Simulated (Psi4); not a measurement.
B2F3, doublet, at a GFN2-xTB geometry; Psi4 with B3LYP/cc-pVDZ.

The Psi4 input:
```
memory 2 GB

molecule mol {
0 2
F     2.288008   -0.251312   -0.037840
B     1.014821   -0.125523    0.086145
B    -0.536573    0.058266    0.013782
F    -1.153281    1.246682    0.141706
F    -1.400421   -0.958005   -0.159381
}

set {
  basis cc-pvdz
  reference uks
}

energy('b3lyp')
print_variables()
```

It wrote (shortened):

```
   => Loading Basis Set <=

    Name: CC-PVDZ
    Role: ORBITAL
    Keyword: BASIS

         ---------------------------------------------------------
                                   SCF
               by Justin Turney, Rob Parrish, Andy Simmonett
                          and Daniel G. A. Smith
                              UKS Reference
         ---------------------------------------------------------

  ==> Geometry <==

    Molecular point group: c1
    Full point group: C1

    Geometry (in Angstrom), charge = 0, multiplicity = 2:

       Center              X                  Y                   Z               Mass
    ------------   -----------------  -----------------  -----------------  -----------------
         F            2.285256373268    -0.250925010530    -0.038414969100    18.998403162730
         B            1.012069373268    -0.125136010530     0.085570030900    11.009305360000
         B           -0.539324626732     0.058652989470     0.013207030900    11.009305360000
         F           -1.156032626732     1.247068989470     0.141131030900    18.998403162730
         F           -1.403172626732    -0.957618010530    -0.159955969100    18.998403162730

  Running in c1 symmetry.

  Rotational constants: A =      0.35319  B =      0.09458  C =      0.07468 [cm^-1]
  Rotational constants: A =  10588.51855  B =   2835.58005  C =   2238.90554 [MHz]
  Nuclear repulsion =  131.291254463338419

  Charge       = 0
  Multiplicity = 2
  Electrons    = 37
  Nalpha       = 19
  Nbeta        = 18

  ==> Algorithm <==

  SCF Algorithm Type is DF.
  DIIS enabled.
  MOM disabled.
  Fractional occupation disabled.
  Guess Type is SAD.
  Energy threshold   = 1.00e-06
  Density threshold  = 1.00e-06
  Integral threshold = 1.00e-12

  ==> Primary Basis <==

  Basis Set: CC-PVDZ
    Blend: CC-PVDZ
    Number of shells: 30
    Number of basis functions: 70
    Number of Cartesian functions: 75
    Spherical Harmonics?: true
    Max angular momentum: 2

  ==> DFT Potential <==

   => LibXC <=

    Version 7.1.2
    S. Lehtola, C. Steigemann, M. J. T. Oliveira, and M. A. L. Marques,  SoftwareX 7, 1–5 (2018) (10.1016/j.softx.2017.11.002)

   => Composite Functional: B3LYP <=

    B3LYP Hyb-GGA Exchange-Correlation Functional

    P. J. Stephens, F. J. Devlin, C. F. Chabalowski, and M. J. Frisch,  J. Phys. Chem. 98, 11623 (1994) (10.1021/j100096a001)

    Deriv               =              1
    GGA                 =           TRUE
    Meta                =          FALSE

    Exchange Hybrid     =           TRUE
    MP2 Hybrid          =          FALSE

   => Exchange Functionals <=

    0.0800   Slater exchange
    0.7200         Becke 88

   => Exact (HF) Exchange <=

    0.2000               HF

   => Correlation Functionals <=

    0.1900   Vosko, Wilk & Nusair (VWN5_RPA)
    0.8100   Lee, Yang & Parr

   => LibXC Density Thresholds  <==

    XC_HYB_GGA_XC_B3LYP:  1.00E-15

   => Molecular Quadrature <=

    Radial Scheme          =       TREUTLER
    Pruning Scheme         =           NONE
    Nuclear Scheme         =       TREUTLER

    Blocking Scheme        =         OCTREE
    BS radius alpha        =              1
    Pruning alpha          =              1
    Radial Points          =             75
    Spherical Points       =            302
    Total Points           =         108431
    Total Blocks           =            872
    Max Points             =            256
    Max Functions          =             70
    Weights Tolerance      =       1.00E-15

   => Loading Basis Set <=

    Name: (CC-PVDZ AUX)
    Role: JKFIT
    Keyword: DF_BASIS_SCF

  ==> Integral Setup <==

  SCF_SUBTYPE=INCORE selected. In-core MEM_DF algorithm will be used.
  Using in-core AOs.

  ==> MemDFJK: Density-Fitted J/K Matrices <==

    J tasked:                   Yes
    K tasked:                   Yes
    wK tasked:                   No
    Algorithm:                 Core
    Schwarz Cutoff:           1E-12
[...]
    Using symmetric orthogonalization.

  ==> Pre-Iterations <==

  SCF Guess: Superposition of Atomic Densities via on-the-fly atomic UHF (no occupation information).

   -------------------------
    Irrep   Nso     Nmo
   -------------------------
     A         70      70
   -------------------------
    Total      70      70
   -------------------------

  ==> Iterations <==

                           Total Energy        Delta E     RMS |[F,P]|

   @DF-UKS iter SAD:  -348.67820174708442   -3.48678e+02   0.00000e+00
   @DF-UKS iter   1:  -349.23614212072761   -5.57940e-01   6.84456e-03 ADIIS/DIIS
   @DF-UKS iter   2:  -349.20729711209378    2.88450e-02   8.70346e-03 ADIIS/DIIS
   @DF-UKS iter   3:  -349.32169703274690   -1.14400e-01   1.31753e-03 ADIIS/DIIS
   @DF-UKS iter   4:  -349.32561110446858   -3.91407e-03   1.60908e-04 ADIIS/DIIS
   @DF-UKS iter   5:  -349.32567567916050   -6.45747e-05   1.00946e-04 ADIIS/DIIS
   @DF-UKS iter   6:  -349.32569606590852   -2.03867e-05   3.94664e-05 DIIS
   @DF-UKS iter   7:  -349.32569965989853   -3.59399e-06   9.54574e-06 DIIS
   @DF-UKS iter   8:  -349.32570009729784   -4.37399e-07   2.19559e-06 DIIS
   @DF-UKS iter   9:  -349.32570012321526   -2.59174e-08   2.85965e-07 DIIS
  Energy and wave function converged.

  ==> Post-Iterations <==

   Electrons on quadrature grid:
      Nalpha   =   19.0000057478 ; deviation = 5.748e-06
      Nbeta    =   18.0000058825 ; deviation = 5.882e-06
      Ntotal   =   37.0000116303 ; deviation = 1.163e-05

   @Spin Contamination Metric:   2.013806929E-03
   @S^2 Expected:                7.500000000E-01
   @S^2 Observed:                7.520138069E-01
   @S   Expected:                5.000000000E-01
   @S   Observed:                5.000000000E-01

    Orbital Energies [Eh]
    ---------------------

    Alpha Occupied:

[...]
      19A     -0.203451

    Alpha Virtual:

[...]
    Beta Occupied:

[...]
    Beta Virtual:

[...]
      70A      4.134658

    Final Occupation by Irrep:
              A
    DOCC [    18 ]
    SOCC [     1 ]
    NA   [    19 ]
    NB   [    18 ]

  @DF-UKS Final Energy:  -349.32570012321526

   => Energetics <=

    Nuclear Repulsion Energy =            131.2912544633384186
    One-Electron Energy =                -744.8742668687400510
    Two-Electron Energy =                 296.2516786698001283
    DFT Exchange-Correlation Energy =     -31.9943663876137343
    Empirical Dispersion Energy =           0.0000000000000000
    VV10 Nonlocal Energy =                  0.0000000000000000
    Total Energy =                       -349.3257001232152561

  UHF NO Occupations:
  HONO-2 :   17  A 1.9998844
  HONO-1 :   18  A 1.9992237
  HONO-0 :   19  A 1.0000000
  LUNO+0 :   20  A 0.0007763
  LUNO+1 :   21  A 0.0001156
  LUNO+2 :   22  A 0.0000415
  LUNO+3 :   23  A 0.0000270

Computation Completed

Properties will be evaluated at   0.000000,   0.000000,   0.000000 [a0]

Properties computed using the SCF density matrix

 Multipole Moments:

 ------------------------------------------------------------------------------------
     Multipole            Electronic (a.u.)      Nuclear  (a.u.)        Total (a.u.)
 ------------------------------------------------------------------------------------

 L = 1.  Multiply by 2.5417464519 to convert [e a0] to [Debye]
 Dipole X            :          1.0322110           -0.1924047            0.8398063
 Dipole Y            :         -0.1222268            0.0270583           -0.0951685
 Dipole Z            :          0.0477328           -0.0402018            0.0075311
 Magnitude           :                                                    0.8452150

 ------------------------------------------------------------------------------------

  Variable Map:
  ----------------------------------------------------------------------------
[...]
  Array Variable Map:
  ----------------------------------------------------------------------------
[...]
[...]
```
